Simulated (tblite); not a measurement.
A structure optimised at GFN2-xTB (Å):
```
atom  x, y, z in Å
C1    -1.296   -1.226   -0.680
C2    -1.211    0.025    0.178
C3    -2.245   -0.018    1.297
C4    -1.375    1.287   -0.654
S5     0.444    0.087    1.054
Si6    1.882   -0.145   -0.471
C7     3.577    0.080    0.428
F8     3.800   -0.817    1.405
F9     4.592   -0.069   -0.451
F10    3.742    1.297    0.978
H11   -1.059   -2.110   -0.094
H12   -0.613   -1.171   -1.525
H13   -2.309   -1.332   -1.066
H14   -3.248   -0.036    0.875
H15   -2.148    0.857    1.934
H16   -2.105   -0.905    1.909
H17   -2.379    1.320   -1.072
H18   -0.661    1.312   -1.474
H19   -1.228    2.170   -0.036
H20    1.873    0.897   -1.492
H21    1.958   -1.484   -1.045
```

Neutral, closed shell.

Task: Read off the bonds between heavy atoms and their formal orders.

Result: C1–C2 1.52 Å (single); C2–C3 1.52 Å (single); C2–C4 1.52 Å (single); C2–S5 1.87 Å (single); S5–Si6 2.11 Å (single); Si6–C7 1.93 Å (single); C7–F8 1.34 Å (single); C7–F9 1.35 Å (single); C7–F10 1.35 Å (single). Bonds to hydrogen (Å): C1–H11 1.09; C1–H12 1.09; C1–H13 1.09; C3–H14 1.09; C3–H15 1.09; C3–H16 1.09; C4–H17 1.09; C4–H18 1.09; C4–H19 1.09; Si6–H20 1.46; Si6–H21 1.46.

Task: Give the structure as a SMILES string.

Result: `CC(C)(C)S[SiH2]C(F)(F)F`, C5H11F3SSi. Among its features: CF3 group, C–F bond, Si–H bond and C–Si bond.

Task: Name the point group.

Result: C1 (no symmetry element, even within 0.4 Å).

Task: Describe the place of each heavy atom.

Result: C1/C3/C4: methyl carbon; C2: sp3 carbon bound to sulfur; S5: sulfur bonded to C and Si; Si6: SiH2 silicon; C7: CF3 carbon; F8/F9/F10: fluorine of a CF3 group.

Task: What is the arrangement about S5?

Result: It has 2 neighbours (C2, Si6) and is bent (angle 105.1°).

Task: What is the arrangement about C2?

Result: It has 4 neighbours (C1, C3, C4, S5) and is distorted tetrahedral (angles from 104.9° to 111.6°).

All values are computed, not measured.
